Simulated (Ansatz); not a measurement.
This geometry of C2H4SSi (8 atoms, charge 0, multiplicity 1) is a first-order saddle point.

Computed with RKS PBE-D4/def2-SVP (Ansatz 0.2.0).

```xyz
8
Properties=species:S:1:pos:R:3
C 2.414 0.307 -0.295
C 1.433 0.051 0.398
S 0.158 -0.317 1.452
Si -1.541 -0.167 0.060
H 3.265 0.535 -0.920
H -2.486 0.886 0.568
H -0.994 0.196 -1.285
H -2.250 -1.491 0.023
```

(1) Which two structures does it join? (They come from a converged band through this point; their orientation in space is the band's.)

(2) How far does it lie above each of them?

## Answers

(1) No bond is made or broken. The dihedral C2–S3–Si4–H7 goes from 61 to -61°. The two ends are copies of one structure, up to a mirror image or an exchange of like atoms.

Initial state:

```xyz
8
Properties=species:S:1:pos:R:3
C 2.099 1.140 0.089
C 1.396 0.187 0.415
S 0.476 -1.153 0.900
Si -1.367 -0.608 -0.142
H 2.717 1.978 -0.199
H -1.877 0.708 0.368
H -1.121 -0.535 -1.620
H -2.323 -1.718 0.188
```

Final state:

```xyz
8
Properties=species:S:1:pos:R:3
C 2.320 -0.453 -0.294
C 1.417 0.032 0.383
S 0.206 0.717 1.354
Si -1.481 0.217 0.056
H 3.115 -0.879 -0.888
H -2.683 0.760 0.774
H -1.313 0.877 -1.281
H -1.581 -1.272 -0.105
```

(2) 2.0 kcal/mol above the first and 2.0 kcal/mol above the second. This is the barrier of this one path; another mechanism may lie lower.

Run time: 3.9 min on 1 thread of Intel(R) Xeon(R) Processor @ 2.50GHz (Skylake/Cascade Lake) (shared host), peak memory 0.13 GiB.
